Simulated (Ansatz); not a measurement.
Born–Oppenheimer molecular dynamics of F$_{5}$HW (7 atoms, charge 0, multiplicity 1). It starts from a relaxed structure.

All numbers below come from RHF/def2-SVP (Ansatz 0.2.0).

```json
{
 "ensemble": "NVE (velocity Verlet)",
 "time step": "0.5 fs",
 "steps asked": "100",
 "starting velocities drawn for": "1000 K",
 "masses": "H 10 u",
 "seed": "349888"
}
```

First frame:

```xyz
7
Properties=species:S:1:pos:R:3
W 0.000 0.000 -0.067
H 0.000 0.000 1.639
F 1.814 0.000 0.061
F 0.000 1.814 0.061
F -1.814 0.000 0.061
F 0.000 -1.814 0.061
F 0.000 0.000 -1.946
```

Question: How far do the bonds stretch over the last three quarters of this one trajectory? (Pairs bonded in most of those frames.)

Answer: 
```csv
bond,mean (Å),spread (Å),shortest,longest
W1–H2,1.720,0.036,1.65,1.77
W1–F3,1.822,0.005,1.81,1.83
W1–F4,1.811,0.031,1.77,1.86
W1–F5,1.834,0.009,1.82,1.85
W1–F6,1.852,0.061,1.74,1.93
W1–F7,1.870,0.025,1.84,1.91
```

Mean temperature of the second half: 653 K. The conserved energy stayed within 0.051 meV per atom of its start (net change 0.0096 meV per atom), so the integration is sound. A run of 0.05 ps of so small a system gives no equilibrium averages.

The run took 4.4 min on 1 thread of Intel(R) Xeon(R) CPU @ 2.60GHz (Ice Lake) (shared host), peak memory 0.24 GiB.
